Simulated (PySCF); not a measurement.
Tc²⁺: excitation energy

Tc²⁺ [Kr] 4d5 (6S) → Tc²⁺ [Kr] 4d4 5p1 (high-spin determinant), as a difference of total energies. Calculation: PySCF 2.14, in def2-TZVPPD with the def2 core potential (28 electrons) (6s4p3d2f1g, 56 functions); a scalar-relativistic core potential. Correlated levels: valence: 4s2 4p6 frozen; valence and next inner shell: nothing frozen outside the core potential. The calculations carry no spin-orbit coupling.

```
                                method  excitation energy (eV)
                                   UHF                  11.364
                                   LDA                  11.120
                                   PBE                  11.092
                                  PBE0                  11.336
                                r2SCAN                  11.344
                                   M06                  11.797
                                 M06-L                  11.801
                                 TPSSh                  11.175
                                B2PLYP                  11.369
                         MP2 (valence)                  11.674
                     SCS-MP2 (valence)                  11.467
    MP2 (valence and next inner shell)                  11.672
SCS-MP2 (valence and next inner shell)                  11.545
```

How much does correlation contribute at MP2 (valence and next inner shell)?

11.672 − (11.364) = 0.308 eV, measured against UHF.

The determinant of the upper state mixes LS terms, which raises its energy above the lowest term, most at the Hartree-Fock and MP2 levels.
